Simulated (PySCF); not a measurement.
Does the structure fit the spectrum?

A compound C₄H₉ClOSi gives the data below (simulated from a calculation) and was assigned the structure `C=C[C@@H](Cl)[SiH2]OC`.

$^{13}$C{$^{1}$H} NMR (computed): δ 132.5 (CH), 129.6 (CH), 54.1 (CH3), 19.5 (CH2).

$^{1}$H NMR (600 MHz, computed): δ 6.03 (m, 1H), 5.91 (m, 1H), 4.68 (t, 2H), 3.81 (s, 3H), 2.30 (m, 2H).

One computed conformer, rapidly exchanging positions averaged, in vacuum, relativity neglected. GFN2-xTB structure; GIAO PBE0/pcSseg-1 shieldings; PySCF 2.14.0 with density-fitted response routines.

References, each an isolated molecule treated in the same way: TMS for $^{1}$H and $^{13}$C.

Task: Compare with the shifts computed for the proposed structure, pairing carbons in order of shift.

Result: Atom-mapped SMILES (the numbers label the heavy atoms): `[CH2:1]=[CH:2][C@@H:3]([Cl:4])[SiH2:5][O:6][CH3:7]`; H(Xn) means a hydrogen on atom n.

```json
{"atom": "C2", "computed for proposal": "146.2", "given list": "132.5", "difference": "+13.7"}
{"atom": "C1", "computed for proposal": "122.8", "given list": "129.6", "difference": "-6.8"}
{"atom": "C7", "computed for proposal": "53.9", "given list": "54.1", "difference": "-0.2"}
{"atom": "C3", "computed for proposal": "51.2", "given list": "19.5", "difference": "+31.7"}
```

The rms difference is 17.6 ppm and the largest +31.7 ppm at C3 (allylic sp3 CH bonded to Cl and Si). The carbon types in order of shift don't match either: CH, CH2, CH3, CH for the proposal against CH, CH, CH3, CH2 in the data. The proposal doesn't fit.

Task: Which isomer fits?

Result: `CO[SiH2]C/C=C\Cl`.

Carbon types of the structure: 2 × CH, 1 × CH2, 1 × CH3, leaving 2 H on heteroatoms. δC 132.5, 129.6: alkene CH; the olefinic region. δH 6.03, 5.91: hydrogen on an alkene CH; attached to an sp2 carbon and in the plane of the double bond. δH 3.81: hydrogen on a methyl carbon bonded to O; its carbon carries O, an electronegative neighbour. δH 2.30: hydrogen on an allylic sp3 CH2 bonded to Si; allylic position.

This is the structure that produced the data.

Carbons that carry Cl, above all several Cl atoms, come out too deshielded, partly because spin–orbit coupling is missing. Shifts are as computed. Against solution values, carbons near 30 ppm lie about +3 ppm off and those near 130 ppm about +5 ppm; carbons on Cl a further +6 ppm. Of 1211 compounds with measured shifts, 218 miss one by over three times the rms of a fit or turn the order of signals round; such compounds aren't used in these exercises. No couplings were computed; multiplicities are counted from neighbouring protons, with m where these are inequivalent, close in shift, in a saturated or five-membered ring or joined by F or P, and br s for small geminal =CH2 splittings.
